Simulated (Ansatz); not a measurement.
Born–Oppenheimer molecular dynamics of ClH5O3SZr (11 atoms, charge 0, multiplicity 1). It starts at the highest image of a converged band, a first-order saddle point between two minima.

Method: Ansatz 0.2.0, RKS B3LYP-D4/def2-SVP.

```
ensemble                      : NVE (velocity Verlet)
time step                     : 0.5 fs
steps asked                   : 200
starting velocities drawn for : 100 K
seed                          : 4229
```

First frame:

```xyz
11
Properties=species:S:1:pos:R:3
Zr 0.103 0.241 -0.007
Cl 1.476 -0.835 2.317
O 1.726 -0.320 -0.895
H 2.461 -0.940 -0.853
O -0.688 1.383 -1.325
H -1.248 1.896 -1.909
O -1.248 -1.062 0.400
H -1.641 -1.902 0.646
S 0.347 2.097 1.883
H 1.475 2.608 1.330
H 1.095 0.591 2.422
```

(1) How far do the bonds stretch over the last three quarters of this one trajectory? (Pairs bonded in most of those frames.)

## Answers

(1) 
```csv
bond,mean (Å),spread (Å),shortest,longest
Zr1–Cl2,2.726,0.164,2.40,2.91
Zr1–O3,1.941,0.010,1.93,1.96
Zr1–O5,1.936,0.012,1.91,1.96
Zr1–O7,1.925,0.017,1.89,1.96
Zr1–S9,2.766,0.109,2.66,3.02
O3–H4,0.966,0.004,0.96,0.97
O5–H6,0.960,0.006,0.95,0.97
O7–H8,0.963,0.016,0.94,0.99
S9–H10,1.356,0.008,1.34,1.37
S9–H11,1.454,0.120,1.32,1.75
```

Pairs bonded in part of these frames only: Zr1–H4 24 %, Zr1–H11 17 %, Cl2–H11 17 %, S9–H11 92 %.

Mean temperature of the second half: 283 K. The conserved energy stayed within 0.065 meV per atom of its start (net change 0.022 meV per atom), so the integration is sound. The kinetic energy rose, since the run started high on the potential surface and went downhill. A run of 0.1 ps of so small a system gives no equilibrium averages. The orbitals stay closed-shell, which can raise the energy where a bond breaks towards radicals; this wasn't checked here.

The run took 8.2 min on 4 threads of Arm Neoverse V2 (shared host), peak memory 0.37 GiB.
